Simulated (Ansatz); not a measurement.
Input for Ansatz (a first-principles code): R-CCSD(T)/def2-TZVPP on Be, 2S+1 = 1, a spin state set in the input, which need not be the lowest.

Ansatz 0.2 input:
```yaml
crystal:
  periodic: [false, false, false]
  atoms:
    - {symbol: Be, position_ang: [0.00000000, 0.00000000, 0.00000000]}
basis:
  gaussian:
    orbitals: def2-TZVPP
magnetization: {spin_polarized: false}
correlation: {method: ccsd_t, electrons: valence}
scf: {lower_state_search: full}
```

It printed:

```
Functional definition: HF
[...]
integrals: 0.00 GiB planned
98 factors; integrals over basis functions are off by at most 1.3e-4 eV
mean field: 0.04 GiB planned
mean field evaluation 1: about -396.5401 eV, gradient 1.5e-6 eV
mean field evaluation 2: about -396.5401 eV, gradient 3.9e-5 eV
mean field evaluation 4: about -396.5401 eV, gradient 4.2e-7 eV
mean field -396.54009938 eV, -14.5725798675 hartree, gradient 4.2e-7 eV, S^2 0.000000; 0 other end points of the search recorded, 0 dependent functions left out; unrestricted orbitals would lower it
mean field evaluation 8: about -396.5110 eV, gradient 9.1e-1 eV
reference -396.54009938 eV, -14.5725798675 hartree; 2, 2 occupied and 17, 17 virtual orbitals, 98 factors
second order -1.48803309 eV of doubles, -0.00000000 eV of singles
coupled cluster: 0.04 GiB planned
cycle   1  -1.82045568 eV  change   -3.3e-1 eV  update   7.4e-2
cycle   2  -2.06610845 eV  change   -2.5e-1 eV  update   4.0e-2
cycle   3  -2.07132352 eV  change   -5.2e-3 eV  update   5.5e-3
cycle   4  -2.07606476 eV  change   -4.7e-3 eV  update   7.9e-4
cycle   5  -2.07455186 eV  change    1.5e-3 eV  update   2.1e-4
cycle   6  -2.07458129 eV  change   -2.9e-5 eV  update   1.6e-5
cycle   7  -2.07459129 eV  change   -1.0e-5 eV  update   3.8e-6
cycle   8  -2.07458434 eV  change    7.0e-6 eV  update   1.6e-6
cycle   9  -2.07458413 eV  change    2.1e-7 eV  update   2.1e-7
perturbative correction -0.00766857 eV, -0.0002818147 hartree
Total energy: -398.62235208 eV, -14.6491012429 hartree
```

The run converged.

Cost: around 0.27 core-seconds (rough).
